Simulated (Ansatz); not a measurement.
Input for Ansatz (development build ahead of 0.2.0):

```yaml
crystal:
  periodic: [false, false, false]
  atoms:
    - { symbol: Ca, position_ang: [0.0, 0.0, 0.0] }
    - { symbol: O, position_ang: [0.0, 0.0, 2.1] }
basis:
  gaussian: { orbitals: pcseg-2 }
magnetization:
  spin_polarized: true
  initial_magnetization: 2
hamiltonian:
  xc: pbe
```

The input is written out in the form of the current development build from the run's settings.

Output:

| Quantity | Value |
| --- | --- |
| Converged | yes |
| Total energy | -752.49094 hartree |
| Spin squared of the determinant | 2.003 |
| Stability test | minimum |
